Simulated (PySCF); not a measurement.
Si(F)3(Me) (CH3F3Si), SMILES C[Si](F)(F)F. Heavy atoms are numbered as in [CH3:1][Si:2]([F:3])([F:4])[F:5]. Hydrogens are named by the atom that carries them.

Geometry: ωB97X-D3(BJ)/def2-SVP.

Calculation: KT2/pcSseg-1 run with PySCF.

GIAO shieldings, no solvent; atoms alike by connectivity are averaged. δ = σ(ref) − σ: ¹³C against TMS (σ = 185.1 ppm); ²⁹Si against TMS (σ = 361.9 ppm); ¹⁹F against CFCl3 (σ = 127.1 ppm); ¹H against TMS (σ = 31.47 ppm), references at their B3LYP-D3(BJ)/def2-TZVP geometries, non-relativistic.

```json
[
 {"nucleus": "¹³C", "atoms": "C1 (CH3)", "count": "1", "δ (ppm)": "-6.2"},
 {"nucleus": "²⁹Si", "atoms": "Si2", "count": "1", "δ (ppm)": "-36.8"},
 {"nucleus": "¹⁹F", "atoms": "F3", "count": "3", "δ (ppm)": "-168.6"},
 {"nucleus": "¹H", "atoms": "H on C1", "count": "3", "δ (ppm)": "0.65"}
]
```
